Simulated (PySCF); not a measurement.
Species: `C=C[C@H](C)C1=C[SiH2]C1=O`. The columns A, B, C and D hold Mulliken, IAO, Hirshfeld and ESP-fitted charges (e) of one PBE0/pcSseg-1 density (PySCF), in a shuffled order. Coordinates in Å (GFN2-xTB); the density's dipole moment is (0.60, -0.29, -2.76) D.

```json
{"atom": "C1", "x": "-2.274", "y": "1.604", "z": "-0.746", "A": "-0.321", "B": "-0.105", "C": "-0.449", "D": "-0.130"}
{"atom": "C2", "x": "-1.542", "y": "0.804", "z": "0.004", "A": "-0.129", "B": "-0.036", "C": "-0.197", "D": "-0.158"}
{"atom": "C3", "x": "-0.744", "y": "-0.355", "z": "-0.528", "A": "-0.115", "B": "-0.020", "C": "+0.347", "D": "-0.247"}
{"atom": "C4", "x": "-1.194", "y": "-1.654", "z": "0.154", "A": "-0.416", "B": "-0.116", "C": "-0.571", "D": "-0.191"}
{"atom": "C5", "x": "0.702", "y": "-0.111", "z": "-0.243", "A": "-0.011", "B": "+0.011", "C": "-0.140", "D": "-0.157"}
{"atom": "C6", "x": "1.761", "y": "0.009", "z": "-1.073", "A": "-0.387", "B": "-0.114", "C": "-0.322", "D": "-0.270"}
{"atom": "Si7", "x": "3.080", "y": "0.292", "z": "0.258", "A": "+0.665", "B": "+0.330", "C": "+0.367", "D": "+0.653"}
{"atom": "C8", "x": "1.335", "y": "0.071", "z": "1.090", "A": "+0.142", "B": "+0.066", "C": "+0.348", "D": "+0.087"}
{"atom": "O9", "x": "0.851", "y": "0.069", "z": "2.195", "A": "-0.393", "B": "-0.229", "C": "-0.453", "D": "-0.348"}
{"atom": "H10", "x": "-2.349", "y": "1.472", "z": "-1.814", "A": "+0.141", "B": "+0.043", "C": "+0.175", "D": "+0.107"}
{"atom": "H11", "x": "-2.836", "y": "2.421", "z": "-0.327", "A": "+0.154", "B": "+0.048", "C": "+0.191", "D": "+0.118"}
{"atom": "H12", "x": "-1.474", "y": "0.948", "z": "1.073", "A": "+0.156", "B": "+0.044", "C": "+0.177", "D": "+0.126"}
{"atom": "H13", "x": "-0.890", "y": "-0.437", "z": "-1.612", "A": "+0.137", "B": "+0.044", "C": "+0.041", "D": "+0.104"}
{"atom": "H14", "x": "-2.252", "y": "-1.823", "z": "-0.031", "A": "+0.147", "B": "+0.043", "C": "+0.147", "D": "+0.121"}
{"atom": "H15", "x": "-0.629", "y": "-2.500", "z": "-0.231", "A": "+0.142", "B": "+0.039", "C": "+0.145", "D": "+0.115"}
{"atom": "H16", "x": "-1.034", "y": "-1.585", "z": "1.227", "A": "+0.155", "B": "+0.039", "C": "+0.179", "D": "+0.133"}
{"atom": "H17", "x": "1.724", "y": "-0.058", "z": "-2.149", "A": "+0.158", "B": "+0.051", "C": "+0.169", "D": "+0.083"}
{"atom": "H18", "x": "4.060", "y": "-0.772", "z": "0.448", "A": "-0.113", "B": "-0.070", "C": "-0.079", "D": "-0.074"}
{"atom": "H19", "x": "3.697", "y": "1.613", "z": "0.311", "A": "-0.113", "B": "-0.068", "C": "-0.077", "D": "-0.073"}
```

Which column most likely holds the ESP-fitted charges?

C. Σ q r misses the density's dipole by 0.02 D (C), 0.99 D (B), 1.46 D (A), 1.85 D (D). Charges fitted to the outside potential are the only set here that is tied to the molecule's multipoles.

And the Hirshfeld charges?

B. The mean sizes are 0.080 e (B), 0.173 e (D), 0.210 e (A), 0.241 e (C), and Hirshfeld charges are commonly the smallest of these schemes.

As computed, A = IAO, B = Hirshfeld, C = ESP-fitted, D = Mulliken. Hydrogens on carbon: IAO +0.14 to +0.16, Hirshfeld +0.04 to +0.05, ESP-fitted +0.04 to +0.19, Mulliken +0.08 to +0.13 e.

The Mulliken scheme counts on each atom the diagonal of the density matrix times the overlap matrix over that atom's basis functions. The ESP scheme fits charges at the nuclei, held to the total charge, to the electrostatic potential on points at 1.4 to 2.0 times the van der Waals radii.

Geometry: GFN2-xTB, one conformer, isolated molecule.

These values come from a run that also computed NMR shieldings. The run took 91 s (grids of density and orbitals included) on an Arm Neoverse N1 with one thread, shared host with 64 logical CPUs at a one-minute load of 60, and the process peaked at 0.90 GiB of memory.

Shape of the structure used: `[CH2:1]=[CH:2][C@H:3]([CH3:4])[C:5]1=[CH:6][SiH2:7][C:8]1=[O:9]`: C1–C2–C3–C4 -122°, C2–C3–C5–C6 -120°.
